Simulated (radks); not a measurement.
Values are calculated unless marked as measured or tabulated.
Be+, configuration [He] 2s1.

Code: a radial shooting solver on a logarithmic mesh with Libxc functionals. Model: Dirac Kohn-Sham, PBE, spin-unpolarised, spherical densities, finite nucleus; Fermi nuclear charge, rms radius 2.519 fm.

Energy parts (hartree):
part                     energy
total                 -14.28190
kinetic                14.23258
electron-nucleus      -31.83072
Hartree                 5.81221
exchange-correlation   -2.49596

Orbitals (lengths in bohr, moments of r in powers of bohr; r(max) is where P^2 peaks):
orbital  occ.  eigenvalue (hartree)  r(max)
1s1/2       2              -4.32861  0.2658
2s1/2       1              -0.50348   1.889
2p1/2       0              -0.35930   1.888
2p3/2       0              -0.35924   1.888

The highest occupied level is 2s1/2 at -13.700 eV. The density falls to 0.001 e/bohr^3 at r = 3.46 bohr. The electron density at the nucleus is 35.66 e/bohr^3. For comparison, the ionisation energy in NIST's Atomic Spectra Database is 18.211 eV (measured). In exact Kohn-Sham theory the highest level is minus the ionisation energy, but local and semilocal functionals leave it too shallow, through self-interaction and a potential that decays too fast; potentials with the right tail come closer.

Beside tabulated values, note that spin-unpolarised runs miss the spin-polarisation part of the exchange energy of open shells.
